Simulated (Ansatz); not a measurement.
Coupled-cluster run, C2H4F2Si, SMILES `F[C@H]1[SiH2][C@@H]1F`.

```yaml
crystal:
  periodic: [false, false, false]
  atoms:
    - {symbol: F, position_ang: [-1.439244, -0.694442, 1.371966]}
    - {symbol: C, position_ang: [-0.415206, 0.023471, 0.820854]}
    - {symbol: Si, position_ang: [1.027844, -0.539586, -0.239896]}
    - {symbol: C, position_ang: [-0.515929, 0.465404, -0.602363]}
    - {symbol: F, position_ang: [-0.658536, 1.795806, -0.880709]}
    - {symbol: H, position_ang: [-0.096031, 0.831024, 1.483433]}
    - {symbol: H, position_ang: [2.329472, 0.074089, 0.093043]}
    - {symbol: H, position_ang: [1.081760, -1.864903, -0.889750]}
    - {symbol: H, position_ang: [-1.225531, -0.137164, -1.173677]}
basis:
  gaussian: {orbitals: def2-TZVPP}
correlation: {method: ccsd_t}
output: {orbitals: {seedname: orbitals}}
```

```sh
$ ansatz run in.yaml --threads 2 --pin off --events-out ev --progress --plain --max-ram 4352MiB
```

Output of Ansatz, abridged:

```
Functional definition: HF
1356 factors; integrals over basis functions are off by at most 8.3e-4 eV
mean field evaluation 1: about -15396.3048 eV, gradient 3.2e1 eV
mean field evaluation 2: about -15396.5876 eV, gradient 3.2e1 eV
mean field evaluation 4: about -15399.3395 eV, gradient 4.2e0 eV
mean field evaluation 8: about -15399.4064 eV, gradient 3.5e-1 eV
mean field evaluation 16: about -15399.4071 eV, gradient 1.2e-6 eV
mean field -15399.40707856 eV, -565.9177720442 hartree, gradient 1.2e-6 eV, S^2 0.000000; 0 other end points of the search recorded, 0 dependent functions left out
9 core orbitals not correlated: weight in the atoms' cores, before any rotation towards them, 1.000 or more for the frozen orbitals, at most 0.000 for the correlated occupied ones
reference -15399.40707856 eV, -565.9177720442 hartree; 15, 15 occupied and 198, 198 virtual orbitals, 1356 factors
second order -25.69107175 eV of doubles, -0.00000000 eV of singles
cycle   1  -25.80679243 eV  change   -1.2e-1 eV  update   1.1e-1
cycle   2  -26.40279299 eV  change   -6.0e-1 eV  update   3.3e-2
cycle   3  -26.54586085 eV  change   -1.4e-1 eV  update   1.7e-2
cycle   4  -26.53070364 eV  change    1.5e-2 eV  update   4.3e-3
cycle   5  -26.52766243 eV  change    3.0e-3 eV  update   2.3e-3
cycle   6  -26.52920354 eV  change   -1.5e-3 eV  update   7.7e-4
cycle   7  -26.52896832 eV  change    2.4e-4 eV  update   3.4e-4
cycle   8  -26.52871978 eV  change    2.5e-4 eV  update   1.0e-4
cycle   9  -26.52873909 eV  change   -1.9e-5 eV  update   4.1e-5
cycle  10  -26.52877455 eV  change   -3.5e-5 eV  update   1.4e-5
perturbative correction -0.97142699 eV, -0.0356992834 hartree
Total energy: -15426.90728010 eV, -566.9283858105 hartree
```

Run time 3.4 min (2 threads of an Arm Neoverse V1 on a shared host); peak host memory 3.6 GiB.

The correlation energy is -27.500 eV, 3.5 % of it from (T); the T1 diagnostic reads 0.0130.
